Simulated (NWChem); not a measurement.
Species: C2H9NSi; SMILES C[SiH2]NC

```xyz
13

Si    -0.5738    -0.6451     0.0956
C      0.9913    -1.6562    -0.1905
N     -0.3640     1.0129    -0.3840
C      0.5490     1.9501     0.2602
H     -1.6974    -1.1523    -0.7416
H     -0.9655    -0.8246     1.5328
H      1.8383    -1.2699     0.3888
H      1.2765    -1.6503    -1.2481
H      0.8339    -2.6971     0.1176
H     -1.1790     1.4671    -0.7793
H      0.1455     2.4074     1.1782
H      1.4765     1.4335     0.5313
H      0.8239     2.7598    -0.4276
```
Atoms are numbered in this order, from 1.

Level: B3LYP/6-31G* (spherical d) (NWChem), optimised geometry, unscaled harmonic frequencies. 

```
frequency (cm⁻¹)  IR intensity (km/mol)
----------------  ---------------------
79                                  1.2
116                                 3.1
144                                 0.1
204                                 5.2
301                                 2.9
442                               111.4
511                                 8.6
659                                 5.3
709                                11.6
762                                28.5
797                                47.1
898                                59.1
956                               231.8
976                               192.0
1116                               10.6
1141                              103.8
1158                                0.9
1330                               27.5
1429                               30.6
1488                                6.3
1495                                0.4
1499                                4.8
1524                                7.4
1548                                4.1
2171                              228.2
2235                              175.2
2995                               96.3
3046                                3.9
3064                               46.7
3106                               33.9
3115                               14.3
3129                               12.7
3575                                8.4
```

| Quantity | Result |
|---|---|
| zero-point energy | 68.2 kcal/mol |
| thermal correction to the enthalpy at 298.15 K (with zero-point energy) | 73.2 kcal/mol |
| heat capacity Cv | 23.7 cal/(mol K) |
| entropy at 298.15 K and 1 atm (symmetry number 1) | 80.9 cal/(mol K) |
| dipole moment | 0.87 D |

Rigid rotor and harmonic oscillator; modes under 100 cm⁻¹ make the entropy uncertain.
